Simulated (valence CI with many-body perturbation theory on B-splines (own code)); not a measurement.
Valence orbitals of Mo XII

Method: configuration interaction combined with many-body perturbation theory (CI+MBPT): three valence electrons over a frozen Dirac-Fock core [Ar] 3d10, a basis of 11 s, 11 p, 10 d, 8 f, 5 g, 2 h functions for each j, with the one-electron correlation potential Σ1 (screened to all orders), the two-electron term Σ2, the three-electron term Σ3, Breit, model QED; selected single and double excitations, second order for the rest, scaled by the run's own slope (own B-spline code, finite nucleus).

No measured levels were compared; by estimate levels hold to about 250 cm⁻¹ or 0.2 % of their energy and the worst to 1 %, as in measured heavy ions of charge 2 to 7; those with d or f electrons hold less well.

These are the spectroscopic orbitals of the CI (the correlating ones are not listed), shaped by the core and the other valence electrons. h is the expectation value of the core's Dirac-Fock operator, without the valence repulsion; Σ1 is computed up to l = 3 at one energy for each symmetry, that of its lowest orbital but kept below the first core excitation, so for empty shells it is not the orbital's own correlation shift; Breit and QED include the response of the core.

```csv
Orbital,h (hartree),Σ1 (cm⁻¹),Breit (cm⁻¹),QED (cm⁻¹),⟨r⟩ (bohr)
4s1/2,-11.065,-10635,817,653,0.9989
5s1/2,-6.1119,-3184,314,250,1.833
6s1/2,-3.8838,-1404,150,120,2.925
7s1/2,-2.6888,-759,84.8,67.9,4.261
8s1/2,-1.972,-460,52.6,42.1,5.846
9s1/2,-1.5082,-301,34.8,27.9,7.681
4p1/2,-9.9889,-9803,1236,-40.8,1.045
5p1/2,-5.637,-3013,475,-15.6,1.939
6p1/2,-3.6379,-1402,240,-7.9,3.073
7p1/2,-2.5448,-778,138,-4.5,4.455
8p1/2,-1.8805,-479,87.2,-2.8,6.087
9p1/2,-1.4465,-317,58.4,-1.9,7.968
4p3/2,-9.845,-9309,763,18.0,1.062
5p3/2,-5.5765,-2906,294,6.9,1.961
6p3/2,-3.6066,-1360,154,3.5,3.100
7p3/2,-2.5265,-757,88.9,2.0,4.488
8p3/2,-1.8689,-467,56.0,1.3,6.125
9p3/2,-1.4386,-309,37.6,0.9,8.012
4d3/2,-8.0949,-7765,318,-34.2,1.169
5d3/2,-4.8066,-2761,138,-14.3,2.163
6d3/2,-3.1999,-1387,74.6,-7.7,3.389
7d3/2,-2.2852,-804,44.9,-4.6,4.864
8d3/2,-1.714,-510,29.1,-2.9,6.588
4d5/2,-8.0702,-7661,140,-20.0,1.173
5d5/2,-4.7956,-2730,59.9,-8.4,2.168
6d5/2,-3.1939,-1372,32.5,-4.5,3.396
7d5/2,-2.2816,-796,19.5,-2.7,4.872
8d5/2,-1.7117,-505,12.6,-1.7,6.598
4f5/2,-6.3264,-5655,19.2,-5.1,1.316
5f5/2,-4.0356,-2342,12.3,-3.3,2.402
6f5/2,-2.7877,-1220,7.5,-2.1,3.731
7f5/2,-2.038,-722,4.8,-1.4,5.311
4f7/2,-6.3259,-5617,-21.0,-3.5,1.316
5f7/2,-4.035,-2321,-13.1,-2.4,2.402
6f7/2,-2.7873,-1208,-8.0,-1.6,3.732
7f7/2,-2.0377,-715,-5.2,-1.0,5.312
5g7/2,-3.8587,,-0.2,-0.3,2.259
6g7/2,-2.6812,,-0.2,-0.2,3.621
7g7/2,-1.9696,,-0.2,-0.1,5.236
5g9/2,-3.8583,,-0.9,0.1,2.260
6g9/2,-2.6811,,-0.9,0.1,3.621
7g9/2,-1.9695,,-0.7,0.0,5.236
6h9/2,-2.6681,,,,3.245
6h11/2,-2.668,,,,3.245
```

Among the shells of the start configuration 4s2 4p1, Σ1 is largest in size for 4s1/2, where it is 0.44 % of h.

Lowest root of each symmetry, sizes in configuration state functions:

```tsv
J	Parity	Roots	Reference	Variational	Second order	Change by selected CI (cm⁻¹)	Change by second order (cm⁻¹)
1/2	even	23	102	13384	32730	-708	0
3/2	even	32	159	25155	59960	-587	0
5/2	even	30	164	28793	76771	-679	0
7/2	even	18	125	24039	83348	-1462	-1
9/2	even	10	85	20014	72893	-1635	-2
11/2	even	2	41	7718	50355	-2395	-7
1/2	odd	19	81	14690	30142	-1837	0
3/2	odd	29	128	22913	59400	-1806	-1
5/2	odd	27	127	24846	78209	-1512	-1
7/2	odd	20	101	23533	80889	-1054	-1
9/2	odd	9	59	16197	70610	-992	-1
11/2	odd	4	27	11580	57970	-3650	-5
```
